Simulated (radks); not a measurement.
Spherical jellium clusters: N electrons in a uniform positive sphere of charge N and radius rs N^(1/3), rs = 3.53 bohr. Calculated with a radial shooting solver with Libxc functionals: non-relativistic Kohn-Sham, PBEsol, spin-polarised, spherical densities. Levels are named by radial order and angular momentum (1s, 1p, 1d, 2s, ...), and open shells are averaged over m.

N = 15, configuration 1s2 1p6 1d(up 5, down 2). This is the lowest configuration that the search found. Occupied levels:

| level | occupation | eigenvalue (eV) | <r> (bohr) |
|---|---|---|---|
| 1s up | 1 | -5.8433 | 5.459 |
| 1s down | 1 | -5.6654 | 5.182 |
| 1p up | 3 | -4.6614 | 6.589 |
| 1p down | 3 | -4.3587 | 6.473 |
| 1d up | 5 | -3.2275 | 7.456 |
| 1d down | 2 | -2.8754 | 7.436 |

Energy (eV): total -25.7962, kinetic 33.125, external -826.12, Hartree 405.33, exchange-correlation -60.095, background 421.97.
